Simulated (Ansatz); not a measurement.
Ansatz results at the PBE0-D4/def2-TZVP geometry: LUMO energy (ωB97M-V/def2-TZVPP) 0.59 eV; LUMO energy (B3LYP/def2-TZVPP) -1.24 eV; HOMO–LUMO gap (PBE/def2-TZVPP) 4.36 eV.

Each molecule was computed in one conformer, which needn't be the lowest.

Question: Which molecule gave them?
A. `[CH3][Al]([OH])[SiH3]`
B. `CO[SiH2][AlH2]`
C. `C=C1CC1C`
D. `CC(=S)O[SiH2]O`

Answer: A. The others give `C=C1CC1C`: 2.18, -0.07, 5.41; `CC(=S)O[SiH2]O`: 0.57, -1.74, 2.74; `CO[SiH2][AlH2]`: -0.38, -2.21, 3.54.

B3LYP here is the variant with VWN-RPA as its local correlation; programs differ in this.
